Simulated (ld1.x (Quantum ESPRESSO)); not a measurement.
# Scattering properties, PAW potential for Hg

```json
{
 "Element": "mercury (Hg)",
 "Generator": "ld1.x (Quantum ESPRESSO) 7.5",
 "Type": "PAW",
 "Functional": "Wu–Cohen",
 "Relativity": "fully relativistic",
 "Frozen core": "[Kr] 4d10 4f14",
 "Valence charge": "20",
 "Reference configuration": "5s2 5p6 5d10 6s2 6p0",
 "Partial waves": "5s (bound): rcut 1.35, rcutus 1.70 bohr; 6s (bound): rcut 1.35, rcutus 1.70 bohr; 5p (bound): rcut 1.50, rcutus 1.95 bohr; 6p (bound, empty): rcut 1.50, rcutus 1.95 bohr; 5d (bound): rcut 1.45, rcutus 1.80 bohr; 5d channel at -0.35 Ry: rcut 1.45, rcutus 1.80 bohr",
 "Local potential": "all-electron potential smoothed inside 1.80 bohr (lloc = -2)",
 "Core correction": "Bessel-smoothed model core inside 1.40 bohr",
 "Augmentation charge": "GAUSS, radius 1.35 bohr"
}
```

Open shells are filled in proportion to 2j + 1 (rel_dist='average').

The phase is arctan(r·u′/u) with u = r·R(r), unwrapped; energies in Ry, scanned from -11 to 5 Ry. A pole is an energy at which the radial function vanishes at the test radius. The pseudo phase is shifted by a multiple of π to meet the all-electron one at the reference energy, and phase errors are pseudo minus all-electron; the curves can meet again beyond the range given. Levels narrower than the energy grid can be missing from the lists of poles.

For each channel, where are the poles, and over which energies does the pseudopotential scatter like the atom?

| channel | radius (bohr) | reference energy (Ry) | poles, all-electron | poles, pseudo | unbroken range about the reference energy with phases within 0.05 rad | phase error 1 Ry above the reference energy (rad) |
| --- | --- | --- | --- | --- | --- | --- |
| s | 2.14 | -0.51 | -8.63, 3.72 | -8.63, 3.71 | the whole range | -0.000 |
| p1/2 | 2.14 | -0.11 | -5.79 | -5.79 | the whole range | +0.006 |
| p3/2 | 2.14 | -0.06 | -4.35 | -4.35 | the whole range | -0.002 |
| d3/2 | 2.14 | -0.81 | -0.09 | -0.09 | below 3.9 | +0.000 |
| d5/2 | 2.14 | -0.67 | 0.14 | 0.14 | below 4.0 | +0.000 |

The ghost test of this file was not conclusive.

Phases in the p1/2 channel:

```json
{"E (Ry)": "-11.00", "all-electron": "1.420", "pseudo": "1.421"}
{"E (Ry)": "-10.76", "all-electron": "1.418", "pseudo": "1.419"}
{"E (Ry)": "-10.52", "all-electron": "1.416", "pseudo": "1.417"}
{"E (Ry)": "-10.28", "all-electron": "1.414", "pseudo": "1.415"}
{"E (Ry)": "-10.04", "all-electron": "1.412", "pseudo": "1.412"}
{"E (Ry)": "-9.80", "all-electron": "1.409", "pseudo": "1.410"}
{"E (Ry)": "-9.56", "all-electron": "1.407", "pseudo": "1.407"}
{"E (Ry)": "-9.32", "all-electron": "1.404", "pseudo": "1.404"}
{"E (Ry)": "-9.08", "all-electron": "1.401", "pseudo": "1.401"}
{"E (Ry)": "-8.84", "all-electron": "1.398", "pseudo": "1.398"}
{"E (Ry)": "-8.60", "all-electron": "1.394", "pseudo": "1.395"}
{"E (Ry)": "-8.36", "all-electron": "1.390", "pseudo": "1.391"}
{"E (Ry)": "-8.12", "all-electron": "1.386", "pseudo": "1.387"}
{"E (Ry)": "-7.88", "all-electron": "1.381", "pseudo": "1.382"}
{"E (Ry)": "-7.64", "all-electron": "1.376", "pseudo": "1.377"}
{"E (Ry)": "-7.40", "all-electron": "1.369", "pseudo": "1.370"}
{"E (Ry)": "-7.16", "all-electron": "1.361", "pseudo": "1.362"}
{"E (Ry)": "-6.92", "all-electron": "1.351", "pseudo": "1.352"}
{"E (Ry)": "-6.68", "all-electron": "1.335", "pseudo": "1.337"}
{"E (Ry)": "-6.44", "all-electron": "1.308", "pseudo": "1.309"}
{"E (Ry)": "-6.20", "all-electron": "1.234", "pseudo": "1.236"}
{"E (Ry)": "-5.96", "all-electron": "-0.105", "pseudo": "-0.101"}
{"E (Ry)": "-5.72", "all-electron": "-1.629", "pseudo": "-1.629"}
{"E (Ry)": "-5.48", "all-electron": "-1.707", "pseudo": "-1.706"}
{"E (Ry)": "-5.24", "all-electron": "-1.736", "pseudo": "-1.736"}
{"E (Ry)": "-5.00", "all-electron": "-1.754", "pseudo": "-1.753"}
{"E (Ry)": "-4.76", "all-electron": "-1.767", "pseudo": "-1.766"}
{"E (Ry)": "-4.52", "all-electron": "-1.778", "pseudo": "-1.777"}
{"E (Ry)": "-4.28", "all-electron": "-1.788", "pseudo": "-1.788"}
{"E (Ry)": "-4.04", "all-electron": "-1.799", "pseudo": "-1.798"}
{"E (Ry)": "-3.80", "all-electron": "-1.809", "pseudo": "-1.808"}
{"E (Ry)": "-3.56", "all-electron": "-1.820", "pseudo": "-1.819"}
{"E (Ry)": "-3.32", "all-electron": "-1.831", "pseudo": "-1.830"}
{"E (Ry)": "-3.08", "all-electron": "-1.843", "pseudo": "-1.842"}
{"E (Ry)": "-2.84", "all-electron": "-1.857", "pseudo": "-1.856"}
{"E (Ry)": "-2.60", "all-electron": "-1.871", "pseudo": "-1.871"}
{"E (Ry)": "-2.36", "all-electron": "-1.888", "pseudo": "-1.887"}
{"E (Ry)": "-2.12", "all-electron": "-1.907", "pseudo": "-1.906"}
{"E (Ry)": "-1.88", "all-electron": "-1.929", "pseudo": "-1.928"}
{"E (Ry)": "-1.64", "all-electron": "-1.954", "pseudo": "-1.953"}
{"E (Ry)": "-1.40", "all-electron": "-1.984", "pseudo": "-1.983"}
{"E (Ry)": "-1.16", "all-electron": "-2.020", "pseudo": "-2.019"}
{"E (Ry)": "-0.92", "all-electron": "-2.064", "pseudo": "-2.064"}
{"E (Ry)": "-0.68", "all-electron": "-2.120", "pseudo": "-2.119"}
{"E (Ry)": "-0.44", "all-electron": "-2.191", "pseudo": "-2.191"}
{"E (Ry)": "-0.20", "all-electron": "-2.285", "pseudo": "-2.285"}
{"E (Ry)": "0.04", "all-electron": "-2.413", "pseudo": "-2.413"}
{"E (Ry)": "0.28", "all-electron": "-2.590", "pseudo": "-2.590"}
{"E (Ry)": "0.52", "all-electron": "-2.832", "pseudo": "-2.830"}
{"E (Ry)": "0.76", "all-electron": "-3.137", "pseudo": "-3.133"}
{"E (Ry)": "1.00", "all-electron": "-3.466", "pseudo": "-3.458"}
{"E (Ry)": "1.24", "all-electron": "-3.755", "pseudo": "-3.746"}
{"E (Ry)": "1.48", "all-electron": "-3.978", "pseudo": "-3.967"}
{"E (Ry)": "1.72", "all-electron": "-4.139", "pseudo": "-4.129"}
{"E (Ry)": "1.96", "all-electron": "-4.256", "pseudo": "-4.246"}
{"E (Ry)": "2.20", "all-electron": "-4.343", "pseudo": "-4.334"}
{"E (Ry)": "2.44", "all-electron": "-4.410", "pseudo": "-4.400"}
{"E (Ry)": "2.68", "all-electron": "-4.462", "pseudo": "-4.453"}
{"E (Ry)": "2.92", "all-electron": "-4.505", "pseudo": "-4.495"}
{"E (Ry)": "3.16", "all-electron": "-4.540", "pseudo": "-4.530"}
{"E (Ry)": "3.40", "all-electron": "-4.569", "pseudo": "-4.559"}
{"E (Ry)": "3.64", "all-electron": "-4.594", "pseudo": "-4.583"}
{"E (Ry)": "3.88", "all-electron": "-4.615", "pseudo": "-4.605"}
{"E (Ry)": "4.12", "all-electron": "-4.635", "pseudo": "-4.624"}
{"E (Ry)": "4.36", "all-electron": "-4.652", "pseudo": "-4.640"}
{"E (Ry)": "4.60", "all-electron": "-4.667", "pseudo": "-4.655"}
{"E (Ry)": "4.84", "all-electron": "-4.681", "pseudo": "-4.669"}
```
